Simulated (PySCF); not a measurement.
Al(Me)(F) (CH3AlF), SMILES [CH3][Al][F], multiplicity 2. Atoms are numbered in the order given.

```xyz
6

Al     0.5631     0.1664     0.0000
C     -0.2907    -1.6040     0.0000
H     -0.9287    -1.6904     0.8853
H     -0.9287    -1.6904    -0.8853
H      0.4298    -2.4227     0.0000
F     -0.4610     1.4738     0.0000
```
Charge 0, spin multiplicity 2.

Geometry optimised at PBE0-D3(BJ)/def2-TZVP. The spin state was assumed, not searched. The isomer is the one that the SMILES or the coordinates give; other isomers of the formula were not compared.

Method: ωB97X/def2-TZVPD in PySCF.

Mulliken values depend strongly on the basis, most of all with diffuse functions as here. ESP charges are fitted to the potential on shells at 1.4 to 2.0 van der Waals radii. Atomic charges (e):

```
atom  ESP fit  meta-Löwdin  Mulliken  Mulliken spin
----  -------  -----------  --------  -------------
Al1      0.26         0.79      0.47           0.77
C2       0.05        -0.64     -0.84           0.21
H3       0.02         0.13      0.20           0.00
H4       0.02         0.13      0.20           0.00
H5      -0.06         0.13      0.29          -0.01
F6      -0.29        -0.55     -0.33           0.04
```
